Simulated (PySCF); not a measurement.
Electronic structure of Mn²⁺ (manganese, charge +2) at the PBE level

Configuration: [Ar] 3d4 4s1, high-spin 6D determinant (an excited configuration). Computed with PySCF 2.14 in x2c-TZVPPall, with the spin-free X2C one-electron Hamiltonian (Gaussian nucleus).

- Total energy: -1157.146 hartree
- One-electron energy: -1571.840 hartree
- Hartree (Coulomb) energy: 466.282 hartree
- Exchange-correlation energy: -51.589 hartree
- ⟨S²⟩: 8.7503
- ⟨L²⟩: 6.005
- Sum of ⟨r⟩: 16.01 bohr
- Sum of ⟨r²⟩: 21.03 bohr²
- Traceless quadrupole moment −½Σ⟨3z² − r²⟩ along its main axis: -0.322 e·bohr²
- Langevin diamagnetic susceptibility: -16.7 ×10⁻⁶ cm³/mol

```tsv
shell	electrons	mean orbital energy (hartree)	spread (hartree)	rms radius, mean of both spins (bohr)
1s α	1	-237.03709	0	0.0703
1s β	1	-237.03447	0	0.0703
2s α	1	-28.30419	0	0.303
2s β	1	-28.23437	0	0.303
2p α	3	-24.11870	0.02123	0.274
2p β	3	-24.06456	0.03451	0.274
3s α	1	-4.13673	0	0.907
3s β	1	-3.96337	0	0.907
3p α	3	-2.97867	0.02831	0.967
3p β	3	-2.80739	0.06955	0.967
3d α	4	-1.18244	0.04467	1.19
4s α	1	-0.82197	0	2.73
```

Densities and radii are taken from the X2C orbitals without a picture-change correction, which distorts them close to the nucleus.
